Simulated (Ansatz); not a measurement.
Process, species as SMILES: [F][Mn][F] (sextet) -> [F][Mn] (septet) + F atom (the F-Mn bond at the site shown breaks; other sites are not compared here)
Geometries: B3LYP-D3(BJ)/def2-TZVP minima from Ansatz (a first-principles code). Frequencies are from Ansatz. [F][Mn][F] (sextet): The spin state was set by rule; other spins were not relaxed. [F][Mn] (septet): The spin state was set by rule; other spins were not relaxed. A spin state is the lowest found, not a proven ground state.
Geometry of the first species:
```
Mn
F 1 1.7976
F 1 1.7976 2 180.00
```
Charge 0, spin multiplicity 6.

Wanted: bond dissociation energy (enthalpy at 298 K, with B3LYP-D3(BJ) rigid-rotor harmonic-oscillator terms), in kcal/mol. Correlated levels leave the core frozen unless marked. UHF or UKS for open shells. No spin-orbit coupling. Frozen are the shells of the preceding noble gas and the d and f shells that filled before the atom's block. No relativistic terms. Basis-set limits of correlation are two-point, X^-3; Hartree-Fock from the larger set. The bracket is a focal-point correction in the basis named.

| level | program | bond dissociation energy (kcal/mol) |
|---|---|---|
| BLYP-D3(BJ)/def2-TZVPD | Ansatz + dftd3 | 136.5 |
| r2SCANh/def2-TZVPD | Ansatz | ___ |
| HSE06-D4/def2-TZVPD | Ansatz + dftd4 | ___ |
| B2GP-PLYP-D3(BJ)/def2-TZVPD | Ansatz + dftd3 | 127.6 |
| B2GP-PLYP-D4/def2-TZVPD | Ansatz + dftd4 | 127.4 |
| B2GP-PLYP/def2-TZVPD | Ansatz | 127.3 |
| B2PLYP-D4/def2-TZVPD | Ansatz + dftd4 | 128.9 |
| B2PLYP/def2-TZVPD | Ansatz | 128.8 |
| SCS-MP2/6-31G | Ansatz | 110.1 |
| RI-MP2/CBS(def2-TZVPPD,def2-QZVPPD)+[CCSD(T)-MP2]/def2-TZVPPD | Ansatz | 129.0 |

Question: Complete the blanks.

Answer: 
- r2SCANh/def2-TZVPD, bond dissociation energy (kcal/mol): 124.7
- HSE06-D4/def2-TZVPD, bond dissociation energy (kcal/mol): 125.1
